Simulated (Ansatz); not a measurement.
`CO[SiH2]SC`. The species carries charge 0 and has multiplicity 1. The geometry is a stationary point of PBE0-D4/def2-TZVP. It is one conformer, not always the lowest.

```xyz
13

C     0.610   -2.042    0.051
O     0.763   -0.867    0.816
Si    1.160    0.583    0.160
S    -0.254    1.277   -1.260
C    -1.689    1.494   -0.166
H    -0.150   -1.915   -0.727
H     1.553   -2.329   -0.428
H     0.301   -2.845    0.721
H     1.238    1.499    1.321
H     2.435    0.509   -0.601
H    -2.507    1.863   -0.785
H    -1.475    2.225    0.613
H    -1.984    0.548    0.285
```

(1) What is the dipole moment at r2SCAN/def2-TZVPP? (Estimate.)

(2) And with PBE, B3LYP, ωB97M-V? (Best estimate.)

(3) Give the Mulliken charges with r2SCAN, PBE, ωB97M-V in def2-TZVPP. (Estimate.)

Answers

(1) Ansatz gave: 1.25 D, with components (-0.97, -0.71, 0.34) D in this frame, pointing from negative to positive charge.

(2) The calculation gave: PBE 1.21 D, B3LYP 1.16 D, ωB97M-V 1.17 D.

(3) The calculation gave: 
```
atom  r2SCAN    PBE  ωB97M-V
  C1    0.00  -0.14    -0.18
  O2   -0.39  -0.30    -0.37
 Si3    0.48   0.39     0.36
  S4   -0.24  -0.21    -0.18
  C5   -0.15  -0.27    -0.36
  H6    0.06   0.09     0.11
  H7    0.06   0.10     0.12
  H8    0.07   0.11     0.13
  H9   -0.08  -0.07    -0.03
 H10   -0.09  -0.08    -0.03
 H11    0.09   0.12     0.14
 H12    0.09   0.13     0.15
 H13    0.09   0.13     0.14
```

B3LYP here is the variant with VWN-RPA as its local correlation; programs differ in this.
